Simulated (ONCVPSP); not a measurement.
What one change does to a pseudopotential (copper, ONCV)

```json
{
 "Element": "Cu",
 "Generator": "ONCVPSP 4.0.1",
 "Type": "optimised norm-conserving Vanderbilt (ONCV)",
 "Functional": "PBEsol",
 "Relativity": "fully relativistic",
 "Frozen core": "[Ar]",
 "Valence charge": "11",
 "Reference configuration": "3d10 4s1",
 "Partial waves": "4s: rc 1.85 bohr, ncon 5, nbas 8, qcut 3.2 1/bohr, 2 projectors, debl 2.1 Ha; p scattering state at 0.14 Ha: rc 1.75 bohr, ncon 4, nbas 8, qcut 3.8 1/bohr, 1 projector; 3d: rc 1.25 bohr, ncon 5, nbas 9, qcut 14.9 1/bohr, 3 projectors, debl 0.8 Ha",
 "Local potential": "polynomial inside 1.10 bohr (lpopt 3, dvloc0 2 Ha)",
 "Core correction": "Teter function, fcfact 3.75, rcfact 1.35"
}
```

Open shells are filled in proportion to 2j + 1.

All-electron outer shells of the reference configuration (PBEsol, scalar-relativistic, ld1.x):

```json
{"shell": "3p", "level (eV)": "-72.00", "outermost node (bohr)": "0.26", "outermost maximum (bohr)": "0.62"}
{"shell": "3d", "level (eV)": "-5.06", "outermost node (bohr)": "–", "outermost maximum (bohr)": "0.60"}
{"shell": "4s", "level (eV)": "-4.61", "outermost node (bohr)": "0.89", "outermost maximum (bohr)": "2.27"}
```

Change: d: rc 1.14.

Cutoffs: the cutoffs (Ha) at which the residual kinetic energy of the hardest occupied pseudo-wave falls to 1 and 0.1 mHa per electron; they do not see the model core or the augmentation charge, which bear on the density cutoff. Errors are all-electron minus pseudo energies relative to the spin-unpolarised reference configuration.

Q: How do hardness, ghosts and transferability respond?

A: The potential gets harder (80 Ha and 91 Ha → 87 Ha and 99 Ha); the errors of the 3 common tests hardly move; neither file shows a bound ghost. A smaller radius makes the pseudo-wave follow the all-electron one further in, where it bends more sharply, so more plane waves are needed.

| quantity | base | changed |
| --- | --- | --- |
| cutoff, loose | 80 Ha | 87 Ha |
| cutoff, tight | 91 Ha | 99 Ha |
| loose cutoff by channel | s 5.4 Ha, d 80 Ha | s 5.4 Ha, d 87 Ha |
| bound ghosts | none | none |
| GHOST(+) flags under 300 eV | s at 68.5 eV | s at 68.5 eV |
| tests with a reliable result | 3 of 4 | 3 of 4 |
| error for 3d10 4s0, meV [ΔE 8.11 eV] | -7.6 | -8.4 |
| error for 3d9 4s0, meV [ΔE 29.42 eV] | +18 | +16 |
| error for 3d9 4s1 4p1, meV [ΔE 6.87 eV] | -70 | -72 |
| s: phases at 1.88 bohr within 0.05 rad from the reference energy up to (Ha; the scan ends near 5) | 2.5 | 2.5 |
| p3/2: phases at 1.78 bohr within 0.05 rad from the reference energy up to (Ha; the scan ends near 5) | 0.6 | 0.6 |
| p1/2: phases at 1.78 bohr within 0.05 rad from the reference energy up to (Ha; the scan ends near 5) | 0.6 | 0.6 |
| rms error of d²Exc/dni dnj with the model core, mHa | 6.23 | 6.37 |
